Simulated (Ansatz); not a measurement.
A structure relaxed at PBE0-D4/def2-SVPD in Ansatz, charge -1, multiplicity 9:

Cartesian coordinates in Å:
```
Cu -1.285 0.177 -0.428
Cu 0.907 -0.474 -0.902
Cu 0.406 1.883 -0.703
Mn 0.477 0.502 1.496
Mn -0.506 -2.089 0.536
```

Give its formula and point group.

the cluster Mn₂Cu₃⁻. Point group Cs (tolerance 0.1 Å).

Summarise the bond lengths by kind (pairs closer than 1.2 times the sum of covalent radii, bridged metal pairs left out).

5 × Cu–Mn 2.58 to 2.63 Å; 3 × Cu–Cu 2.34 to 2.42 Å; 1 × Mn–Mn 2.93 Å.

The charge -1 multiplicity 9 is spin-contaminated (final ⟨S²⟩ up to 21.79, 20.00 for a pure state). The highest occupied level of the charge -1 multiplicity 9 lies above zero (up to 0.09 eV). The electron is either unbound and held by the finite basis, or the level is raised by self-interaction error. The structure comes from a short search, and lower isomers may exist.
